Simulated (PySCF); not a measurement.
Geometry (Å), atoms numbered from 1 in this order:
```xyz
12

C     3.007    0.114    0.276
C     1.806    0.039    0.272
C     0.407   -0.036    0.232
C    -0.472   -0.410    1.183
Si   -1.982   -0.141    0.091
C    -0.439    0.311   -0.974
H     4.054    0.174    0.293
H    -0.237   -0.730    2.186
H    -2.873    0.970    0.421
H    -2.726   -1.324   -0.342
H    -0.220   -0.316   -1.836
H    -0.325    1.349   -1.284
```

- geometry: GFN2-xTB
- σ from GIAO-PBE0/pcSseg-1
- code: PySCF 2.14.0 with density-fitted response routines
- averaged over atoms made equivalent by symmetry, fast rotation or ring inversion, relativity neglected, a single conformation, isolated molecule

δ = σ(ref) − σ, references computed at the same level: 13C (σ = 186.93 ppm) and 1H (σ = 31.72 ppm) and 29Si (σ = 349.16 ppm) vs TMS.

```json
{"atoms": "C2", "nucleus": "13C", "count": "1", "Hirshfeld charge": "-0.04", "δ (ppm)": "85.4"}
{"atoms": "C6", "nucleus": "13C", "count": "1", "Hirshfeld charge": "-0.16", "δ (ppm)": "24.3"}
{"atoms": "C1", "nucleus": "13C", "count": "1", "Hirshfeld charge": "-0.10", "δ (ppm)": "92.0"}
{"atoms": "H9/H10", "nucleus": "1H", "count": "2", "Hirshfeld charge": "-0.07", "δ (ppm)": "?"}
{"atoms": "H8", "nucleus": "1H", "count": "1", "Hirshfeld charge": "0.04", "δ (ppm)": "?"}
{"atoms": "H7", "nucleus": "1H", "count": "1", "Hirshfeld charge": "0.10", "δ (ppm)": "3.07"}
{"atoms": "C4", "nucleus": "13C", "count": "1", "Hirshfeld charge": "-0.14", "δ (ppm)": "?"}
{"atoms": "Si5", "nucleus": "29Si", "count": "1", "Hirshfeld charge": "0.35", "δ (ppm)": "-47.0"}
{"atoms": "H11/H12", "nucleus": "1H", "count": "2", "Hirshfeld charge": "0.04", "δ (ppm)": "2.11"}
{"atoms": "C3", "nucleus": "13C", "count": "1", "Hirshfeld charge": "0.02", "δ (ppm)": "152.7"}
```

**Question.** Fill in the missing shifts.

**Answer.** 
- C4: 151.5 ppm, alkene CH; an sp2 carbon of a C=C bond
- H8: 6.51 ppm, hydrogen on an alkene CH; attached to an sp2 carbon and in the plane of the double bond
- H9/H10: 4.84 ppm, hydrogen on a silicon bonded to 2 C, in a 4-membered ring

Shifts are as computed. Against solution values, carbons near 30 ppm lie about +3 ppm off and those near 130 ppm about +5 ppm. Of 1309 compounds with measured shifts, 239 miss one by over three times the rms of a fit or turn the order of signals round; such compounds aren't used in these exercises.
